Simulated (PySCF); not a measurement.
Si(Cl)(F)2(SeH) (ClF₂HSeSi), SMILES F[Si](F)(Cl)[SeH]. Atoms are numbered in the order given.

```xyz
6

F     -1.3924    -0.9253    -1.0987
Si    -0.5961    -0.3025     0.1487
F     -0.7021    -1.3554     1.3585
Cl    -1.5373     1.3953     0.7738
Se     1.5137     0.0112    -0.5385
H      1.8643     0.6597     0.7359
```
Charge 0, spin multiplicity 1.

Coordinates come from a r2SCAN-D4/def2-SVP optimisation. The structure was generated by enumeration, and PubChem lists no compound with its InChIKey, so it may never have been made. The values are those of a single conformer.

Two levels are set side by side: PBE/pcSseg-1 (PySCF) and PBE0/pcSseg-1 (PySCF). GIAO shifts against CFCl3 (¹⁹F), HCl (³⁵Cl), Me2Se (⁷⁷Se), TMS (²⁹Si), TMS (¹H) at the same level; non-relativistic, no solvent, atoms listed together averaged. Without spin–orbit terms, shifts of atoms bonded to Cl or Br come out too high at both levels. Differences are taken from unrounded values.

| quantity | PBE0 |
|---|---|
| δ(²⁹Si) of Si2 (ppm) | -4.5 |
| δ(³⁵Cl) of Cl4 (ppm) | 134.2 |
| δ(⁷⁷Se) of Se5 (ppm) | -307.3 |
| δ(¹H) of H6 (ppm) | 1.53 |

What does PBE give, and how far is it from PBE0? (Estimate from the structure and the level; the computed values follow.)


```csv
quantity,PBE,PBE minus PBE0
δ(²⁹Si) of Si2 (ppm),-4.4,0.1
δ(³⁵Cl) of Cl4 (ppm),160.6,26.3
δ(⁷⁷Se) of Se5 (ppm),-344.3,-37.0
δ(¹H) of H6 (ppm),1.34,-0.19
```

Rough cost on one machine, each run with all the roots and properties that it gave: PBE0 against PBE within a factor of 2.
